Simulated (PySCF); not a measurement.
These are PBE-D3(BJ)/def2-TZVP // PBE0-D3(BJ)/def2-TZVP in PySCF values and carry that method's errors. Gas-phase values, no solvent. Excitations are Tamm–Dancoff values on a coarser integration grid. The basis has no diffuse functions, so Rydberg states are missing or too high.

Reference species (SMILES): `[F][Sn]([Cl])([Cl])[Cl]` (neutral, multiplicity 1).

```yaml
S1 oscillator strength: 0.000
S1 excitation (TDA): 4.50 eV
HOMO–LUMO gap: 4.35 eV
LUMO: -4.11 eV
```

Changed species: `[F][Sn]([Cl])([F])[Cl]` (2 of 4 F replaced by Cl; the reference has 3 of 4 F replaced by Cl).

Task: Predict the effect on the S1 oscillator strength, S1 excitation (TDA), HOMO–LUMO gap and LUMO.

Result: the S1 oscillator strength stays essentially unchanged; the S1 excitation (TDA) goes up by 0.21 eV, to 4.71 eV; the HOMO–LUMO gap rises by 0.17 eV, to 4.52 eV; the LUMO decreases by 0.09 eV, to -4.20 eV.
